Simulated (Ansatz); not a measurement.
Basis-set extrapolation for CH9NSi2 (`[SiH3]CN[SiH3]`) (PBE0-D4/def2-TZVP geometry, frozen core, Ansatz 0.2.0). Multiplicity 1, RHF reference.

|  | def2-TZVPP | def2-QZVPP |
| --- | --- | --- |
| HF | -675.487488 | -675.510805 |
| MP2 correlation | -0.646877 | -0.691570 |
| CCSD(T) correlation | -0.732470 | not run |

Energies in hartree. Use E(X) = E(∞) + A·exp(−7.88·√X) for Hartree–Fock and E(X) = E(∞) + B·X^(−2.97) for correlation, with X = 3 and 4, and add CCSD(T) minus MP2 of the smaller set to the MP2 limit.

**Question.** What is the CCSD(T) energy at the basis-set limit?

**Answer.** HF limit: -675.510805 + (-0.023317) × 0.13774 = -675.51402. MP2 limit: -0.691570 + (-0.044693) × 0.74074 = -0.72468. Higher-order term: -0.732470 − (-0.646877) = -0.08559. Total: -676.32429 hartree, 2.84 eV below CCSD(T)/def2-TZVPP.
